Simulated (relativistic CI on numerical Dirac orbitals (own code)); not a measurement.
Method of calculation: Dirac-Coulomb-Breit CI, separate exchange-only KLI orbitals for each configuration, model QED (radiative potential, 1s self-energy scaled to tabulated hydrogen-like ionisation energies), unscaled Slater integrals (own radial code, finite nucleus).

The strongest absorption lines from the ground level of an ion, among the configurations computed and to levels below about 2590 eV (vacuum wavelength in nm, gf): 0.48163 (0.051), 0.48352 (0.03), 0.55526 (0.11), 0.55966 (0.066), 0.77686 (0.36), 0.79428 (0.24), 6.6571 (0.43), 12.374 (0.11).

Question: Which ion is it?
A. Xe45+
B. Pd35+
C. Sn39+
D. Xe43+

Answer: D. Xe43+ has 11 electrons and the ground level 3s 2S_1/2; the strongest line goes to 3p 2P°_3/2. The pattern of lines fixes the number of electrons, and along that sequence the line energies rise steadily with the charge (about as its square where n changes within one kind of shell, about linearly where n is kept but much faster in heavy ions where fine structure, which grows about as Z⁴, sets the gap, and irregularly where shells cross), which fixes Z. Configurations outside the model, such as inner-shell arrays, can give stronger lines. At this charge energies of transitions that change n are usually good to better than 1 %, and those within a shell (Δn = 0) to a few per cent.
